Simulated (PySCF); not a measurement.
Below is a simulated gas-phase Si 2p photoelectron spectrum of `[H]/N=C/[SiH2][AsH2]`.

Every computed line was given a Gaussian of 0.4 eV full width at half maximum and an area set by the number of equivalent atoms (split 2:1 within a doublet); the highest printed point is 100. Method: delta-SCF UKS SCAN, pcX-2 on the ionised atom, pcseg-1 elsewhere, spin-free X2C in PySCF 2.14.0.

binding energy (eV), intensity and a bar:
```
    106.0          0 
    106.1          1 
    106.2          7 ##
    106.3         22 #######
    106.4         51 ###############
    106.5         85 ##########################
    106.6        100 ##############################
    106.7         83 #########################
    106.8         51 ###############
    106.9         29 #########
    107.0         28 ########
    107.1         40 ############
    107.2         50 ###############
    107.3         45 #############
    107.4         28 ########
    107.5         13 ####
    107.6          4 #
    107.7          1 
    107.8          0
```

Q: How many maxima does the curve show, and how many computed lines lie under it?

A: The curve has 2 maxima (at 106.6 and 107.2 eV). Under it lie 2 lines from 1 inequivalent silicon site, drawn as a 2p3/2, 2p1/2 pair.

Q: Decompose the envelope and assign each component. Numbering: `[H]/[N:1]=[CH:2]/[SiH2:3][AsH2:4]`.

A: 
```csv
position (eV),relative area,line,atoms,environment
106.60,0.67,Si 2p3/2,Si3,SiH2 silicon
107.22,0.33,Si 2p1/2,Si3,SiH2 silicon
```

Shake-up satellites, vibrational structure and lifetime widths aren't simulated. 2p3/2 and 2p1/2 are the ΔSCF energy of one spin-free 2p hole plus the eigenvalues of a spin–orbit and ligand-field matrix of the shell. 2p1/2 minus 2p3/2 (ligand field included): Si 0.62 eV. One conformer (not necessarily the lowest) at the PBE0-D3(BJ)/def2-SVP geometry, without solvent, vibrations or thermal averaging.

Hardware: Arm Neoverse N1, one thread, shared host with 64 logical CPUs at a one-minute load of 58. Cost: 35 s of wall time, 0.48 GiB resident at most.

Conformer computed: `[H]/[N:1]=[CH:2]/[SiH2:3][AsH2:4]`: N1–C2–Si3–As4 -10°, H–As4–Si3–C2 38°, H–As4–Si3–C2 -54°.
